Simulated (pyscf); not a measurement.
PySCF, gas phase, ωB97X-D3(BJ)/def2-SVP geometries. MP2 and CC: frozen core, UHF for open shells. ΔMP2 is the change of the MP2 total energy from the triple- to the quadruple-zeta basis.

SMILES: PO[SiH2]P
```xyz
10

P     -2.6023    -0.2178     1.3116
O     -1.9938    -1.2004     0.1129
Si    -0.4197    -1.3179    -0.4344
P      0.2229     0.6758    -1.2586
H     -2.0569     1.0410     0.8946
H     -1.5761    -0.3784     2.3021
H      0.4924    -1.6392     0.7043
H     -0.3891    -2.4112    -1.4393
H     -0.3846     0.4677    -2.5295
H      1.4935     0.1678    -1.6583
```
Charge 0, spin multiplicity 1.

### Question
What is the homolytic dissociation enthalpy (298 K, CCSD(T)/def2-TZVPP + ΔMP2(QZVPP)) of the O–Si bond of H₂P–O–SiH₂–PH₂ (SMILES PO[SiH2]P), to •O–PH₂ + •H₂Si–PH₂?

### Answer
O–Si to •O–PH₂ + •H₂Si–PH₂: 375.8 kJ/mol. •O–PH₂ lies 34.7 kJ/mol over its isomer HO–PH•, and others may lie lower still (electronic energy, ωB97M-D3(BJ)). •H₂Si–PH₂ lies 30.3 kJ/mol over its isomer H₃Si–PH•, and others may lie lower still (electronic energy, ωB97M-D3(BJ)). The CCSD(T) − MP2 part came from Ansatz, without density fitting, on the same reference.
